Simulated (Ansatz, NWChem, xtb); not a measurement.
A ladder of methods for CBr2ClF (dibromochlorofluoromethane)

CBr2ClF: 5 atoms, total charge 0, spin state singlet. As SMILES, `FC(Cl)(Br)Br`. Geometry: relaxed at PBE0-D4/def2-TZVP.

```xyz
5

F     1.2194   -0.7086    0.2666
C     0.0747   -0.0675    0.0417
Cl   -0.9434   -0.2121    1.4606
Br   -0.7819   -0.8770   -1.4945
Br    0.4812    1.7915   -0.3159
```

Each level gives the atomisation enthalpy at 298 K (kJ/mol). The values are calculated. The thermal term (zero-point and 298 K enthalpy, harmonic and unscaled) is that of PBE0-D4/def2-TZVP; the spin-orbit lowering of the free atoms at 298 K, 34.1 kJ/mol by their spectra, is taken off.

Measured value to compare with: Active Thermochemical Tables gives the atomisation enthalpy at 298 K of the gas as 1329 kJ/mol.

```json
{"level": "GFN0-xTB", "kind": "semi-empirical", "program": "xtb", "value (kJ/mol)": "1219", "computed − measured": "-110", "CPU time (all runs)": "under 2 s"}
{"level": "SVWN5/cc-pVDZ", "kind": "LDA", "program": "Ansatz", "value (kJ/mol)": "1691", "computed − measured": "+362", "CPU time (all runs)": "11 s"}
{"level": "BLYP/cc-pVDZ", "kind": "GGA", "program": "NWChem", "value (kJ/mol)": "1271", "computed − measured": "-58", "CPU time (all runs)": "5.7 min"}
{"level": "B3LYP/cc-pVDZ", "kind": "global hybrid", "program": "NWChem", "value (kJ/mol)": "1235", "computed − measured": "-94", "CPU time (all runs)": "4.1 min"}
{"level": "CAM-B3LYP/cc-pVDZ", "kind": "range-separated hybrid", "program": "Ansatz", "value (kJ/mol)": "1250", "computed − measured": "-79", "CPU time (all runs)": "22 s"}
{"level": "B2PLYP/cc-pVDZ", "kind": "double hybrid", "program": "Ansatz", "value (kJ/mol)": "1216", "computed − measured": "-113", "CPU time (all runs)": "27 s"}
{"level": "RPA@PBE/cc-pVDZ", "kind": "RPA", "program": "Ansatz", "value (kJ/mol)": "948", "computed − measured": "-381", "CPU time (all runs)": "26 s"}
{"level": "MP2/cc-pVDZ", "kind": "perturbation theory", "program": "Ansatz", "value (kJ/mol)": "1220", "computed − measured": "-109", "CPU time (all runs)": "10 s"}
{"level": "CCSD(T)/cc-pVDZ", "kind": "coupled cluster or CI", "program": "Ansatz", "value (kJ/mol)": "1132", "computed − measured": "-197", "CPU time (all runs)": "61 s"}
{"level": "CCSD/cc-pVDZ", "kind": "coupled cluster or CI", "program": "Ansatz", "value (kJ/mol)": "1091", "computed − measured": "-238", "CPU time (all runs)": "44 s"}
```

Nearest: BLYP/cc-pVDZ (-58 kJ/mol); farthest: RPA@PBE/cc-pVDZ (-381 kJ/mol). Computed less measured by kind, in kJ/mol (of the ab initio rows, those in cc-pVDZ): semi-empirical -110; LDA +362; GGA -58; global hybrid -94; range-separated hybrid -79; double hybrid -113; RPA -381; perturbation theory -109; coupled cluster or CI -238 to -197. In a finite basis correlated wave-function methods underbind, so their errors here aren't those of the basis-set limit. All-electron rows without a relativistic Hamiltonian named are non-relativistic. GFN0-xTB: no spin polarisation, so open shells miss the exchange term that lowers them. In the correlated wave-function rows the outer d shell of Br is correlated, in sets not made for it. Times are those of the runs behind each value, whatever else they computed, on shared processors of several kinds: orders of magnitude only.
